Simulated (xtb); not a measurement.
CF₄, singlet, from a rough starting geometry; xtb 6.7.1 with GFN2-xTB.

The xtb input:
```
$ xtb mol.xyz --gfn 2 --opt vtight --json

# file mol.xyz
5

C      0.04162785    -0.01910370    -0.01432026
F      0.76790979     0.79237748     0.80314363
F     -0.75731111    -0.76311840     0.82467848
F     -0.78326012     0.78168718    -0.77966318
F      0.76973897    -0.77587672    -0.78425146
```

It wrote (shortened):

```
   ID    Z sym.   atoms
    1    6 C      1
    2    9 F      2-5

           -------------------------------------------------
          |                Calculation Setup                |
           -------------------------------------------------

           -------------------------------------------------
          |                 G F N 2 - x T B                 |
           -------------------------------------------------

          ...................................................
          :                      SETUP                      :
          :.................................................:
          :  # basis functions                  20          :
          :  # atomic orbitals                  20          :
          :  # shells                           10          :
          :  # electrons                        32          :
          :  max. iterations                   250          :
          :  Hamiltonian                  GFN2-xTB          :
          :  restarted?                      false          :
          :  GBSA solvation                  false          :
          :  PC potential                    false          :
          :  electronic temp.          300.0000000     K    :
          :  accuracy                    1.0000000          :
          :  -> integral cutoff          0.2500000E+02      :
          :  -> integral neglect         0.1000000E-07      :
          :  -> SCF convergence          0.1000000E-05 Eh   :
          :  -> wf. convergence          0.1000000E-03 e    :
          :  Broyden damping             0.4000000          :
          :  net charge                          0          :
          :  unpaired electrons                  0          :
          ...................................................

 iter      E             dE          RMSdq      gap      omega  full diag
   1    -21.0384491 -0.210384E+02  0.552E+00   15.45       0.0  T
   2    -21.1059506 -0.675015E-01  0.274E+00   14.15       1.0  T
   3    -21.1088336 -0.288306E-02  0.158E+00   14.44       1.0  T
   4    -21.1091465 -0.312874E-03  0.681E-02   14.42       1.0  T
   5    -21.1091530 -0.649699E-05  0.120E-02   14.43       3.7  T
   6    -21.1091530 -0.160160E-07  0.732E-03   14.43       6.1  T
   7    -21.1091530 -0.493905E-08  0.259E-04   14.43     172.3  T
   8    -21.1091530 -0.257749E-10  0.681E-05   14.43     656.6  T

   *** convergence criteria satisfied after 8 iterations ***

         :::::::::::::::::::::::::::::::::::::::::::::::::::::
         ::                     SUMMARY                     ::
         :::::::::::::::::::::::::::::::::::::::::::::::::::::
         :: total energy             -21.070363934268 Eh    ::
         :: gradient norm              0.083869016972 Eh/a0 ::
         :: HOMO-LUMO gap             14.430650858206 eV    ::
         ::.................................................::
         :: SCC energy               -21.109152970242 Eh    ::
         :: -> isotropic ES            0.055957917445 Eh    ::
         :: -> anisotropic ES          0.005767611617 Eh    ::
         :: -> anisotropic XC         -0.024976448373 Eh    ::
         :: -> dispersion             -0.001529342210 Eh    ::
         :: repulsion energy           0.038789035974 Eh    ::
         :: add. restraining           0.000000000000 Eh    ::
         :: total charge              -0.000000000000 e     ::
         :::::::::::::::::::::::::::::::::::::::::::::::::::::

      -----------------------------------------------------------
     |                   =====================                   |
     |                        A N C O P T                        |
     |                   =====================                   |
     |               Approximate Normal Coordinate               |
     |                Rational Function Optimizer                |
      -----------------------------------------------------------
      -----------------------------------------------------------
     |                   =====================                   |
     |                        A N C O P T                        |
     |                   =====================                   |
     |               Approximate Normal Coordinate               |
     |                Rational Function Optimizer                |
      -----------------------------------------------------------

          ...................................................
          :                      SETUP                      :
          :.................................................:
          :   optimization level         verytight          :
          :   max. optcycles                   200          :
          :   ANC micro-cycles                  20          :
          :   degrees of freedom                 9          :
          :.................................................:
          :   RF solver                   davidson          :
          :   write xtbopt.log                true          :
          :   linear?                        false          :
          :   energy convergence         0.1000000E-06 Eh   :
          :   grad. convergence          0.2000000E-03 Eh/α :
          :   maxmium RF displ.          1.0000000          :
          :   Hlow (freq-cutoff)         0.1000000E-01      :
          :   Hmax (freq-cutoff)         5.0000000          :
          :   S6 in model hess.         20.0000000          :
          ...................................................

generating ANC from exact Hessian ...
Using Lindh-Hessian (1995)
 Shifting diagonal of input Hessian by    0.0000000000000000
 Lowest  eigenvalues of input Hessian
    0.000000    0.000000    0.000000    0.000000    0.000000    0.000000
    0.172998    0.186178    0.257589    0.260433    0.264703    0.761057
    1.582362    1.616273    1.912615
 Highest eigenvalues
    0.260433    0.264703    0.761057    1.582362    1.616273    1.912615

[...]
 * total energy  :   -21.0703639 Eh     change       -0.1236344E-10 Eh
 * total energy  :   -21.0763577 Eh     change       -0.5993795E-02 Eh
 * total energy  :   -21.0783732 Eh     change       -0.2015435E-02 Eh
 * total energy  :   -21.0785163 Eh     change       -0.1431681E-03 Eh
 * total energy  :   -21.0785600 Eh     change       -0.4369042E-04 Eh
 * total energy  :   -21.0785638 Eh     change       -0.3784557E-05 Eh
 * total energy  :   -21.0785640 Eh     change       -0.1507761E-06 Eh
 * total energy  :   -21.0785640 Eh     change       -0.2112519E-07 Eh
   *** GEOMETRY OPTIMIZATION CONVERGED AFTER 8 ITERATIONS ***
[...]
          :  electronic temp.          300.0000000     K    :
          :  accuracy                    1.0000000          :
          :  -> integral cutoff          0.2500000E+02      :
          :  -> integral neglect         0.1000000E-07      :
          :  -> SCF convergence          0.1000000E-05 Eh   :
          :  -> wf. convergence          0.1000000E-03 e    :
          :  Broyden damping             0.4000000          :
          :  net charge                          0          :
          :  unpaired electrons                  0          :
          ...................................................

 iter      E             dE          RMSdq      gap      omega  full diag
   1    -21.1317737 -0.211318E+02  0.549E-05   18.02       0.0  T
   2    -21.1317737 -0.201439E-11  0.297E-05   18.02    1506.3  T
   3    -21.1317737 -0.142109E-13  0.110E-05   18.02    4061.2  T

   *** convergence criteria satisfied after 3 iterations ***

         :::::::::::::::::::::::::::::::::::::::::::::::::::::
         ::                     SUMMARY                     ::
         :::::::::::::::::::::::::::::::::::::::::::::::::::::
         :: total energy             -21.078563979841 Eh    ::
         :: gradient norm              0.000030282292 Eh/a0 ::
         :: HOMO-LUMO gap             18.015791799612 eV    ::
         ::.................................................::
         :: SCC energy               -21.131773689977 Eh    ::
         :: -> isotropic ES            0.056975690876 Eh    ::
         :: -> anisotropic ES          0.006515812004 Eh    ::
         :: -> anisotropic XC         -0.030322174133 Eh    ::
         :: -> dispersion             -0.001534580321 Eh    ::
         :: repulsion energy           0.053209710137 Eh    ::
         :: add. restraining           0.000000000000 Eh    ::
         :: total charge              -0.000000000000 e     ::
         :::::::::::::::::::::::::::::::::::::::::::::::::::::

           -------------------------------------------------
          |                Property Printout                |
           -------------------------------------------------

    * Orbital Energies and Occupations

         #    Occupation            Energy/Eh            Energy/eV
      -------------------------------------------------------------
         1        2.0000           -0.9451073             -25.7177
       ...           ...                  ...                  ...
         4        2.0000           -0.9311806             -25.3387
         5        2.0000           -0.7226695             -19.6648
         6        2.0000           -0.6889395             -18.7470
         7        2.0000           -0.6889391             -18.7470
         8        2.0000           -0.6889374             -18.7469
         9        2.0000           -0.6068791             -16.5140
        10        2.0000           -0.6068790             -16.5140
        11        2.0000           -0.5904154             -16.0660
        12        2.0000           -0.5904145             -16.0660
        13        2.0000           -0.5904139             -16.0660
        14        2.0000           -0.5901415             -16.0586
        15        2.0000           -0.5901375             -16.0585
        16        2.0000           -0.5901363             -16.0584 (HOMO)
        17                          0.0719319               1.9574 (LUMO)
        18                          0.0941673               2.5624
        19                          0.0942235               2.5640
        20                          0.0942401               2.5644
      -------------------------------------------------------------
                  HL-Gap            0.6620682 Eh           18.0158 eV
             Fermi-level           -0.2591022 Eh           -7.0505 eV

     #   Z          covCN         q      C6AA      α(0)
     1   6 C        3.138     0.655    16.540     6.656
     2   9 F        0.794    -0.164    10.869     3.894
     3   9 F        0.794    -0.164    10.868     3.894
     4   9 F        0.794    -0.164    10.868     3.894
     5   9 F        0.794    -0.164    10.868     3.894

 Mol. C6AA /au·bohr⁶  :        293.697153
 Mol. C8AA /au·bohr⁸  :       5751.103872
 Mol. α(0) /au        :         22.233385

Wiberg/Mayer (AO) data.
largest (>0.10) Wiberg bond orders for each atom

 ---------------------------------------------------------------------------
     #   Z sym  total        # sym  WBO       # sym  WBO       # sym  WBO
 ---------------------------------------------------------------------------
     1   6 C    3.881 --     4 F    0.970     5 F    0.970     3 F    0.970
                             2 F    0.970
     2   9 F    1.118 --     1 C    0.970
     3   9 F    1.118 --     1 C    0.970
     4   9 F    1.118 --     1 C    0.970
     5   9 F    1.118 --     1 C    0.970
 ---------------------------------------------------------------------------

Topologies differ in total number of bonds
Writing topology from bond orders to xtbtopo.mol

molecular dipole:
                 x           y           z       tot (Debye)
 q only:       -0.000      -0.000      -0.000
   full:       -0.000      -0.000      -0.000       0.000
molecular quadrupole (traceless):
                xx          xy          yy          xz          yz          zz
 q only:       -0.000      -0.000       0.000      -0.000      -0.000       0.000
  q+dip:       -0.000      -0.000       0.000      -0.000      -0.000       0.000
   full:       -0.000      -0.000       0.000       0.000      -0.000       0.000

optimized geometry written to: xtbopt.xyz

           -------------------------------------------------
          | TOTAL ENERGY              -21.078563979841 Eh   |
          | GRADIENT NORM               0.000030282292 Eh/α |
          | HOMO-LUMO GAP              18.015791799612 eV   |
           -------------------------------------------------

normal termination of xtb
```
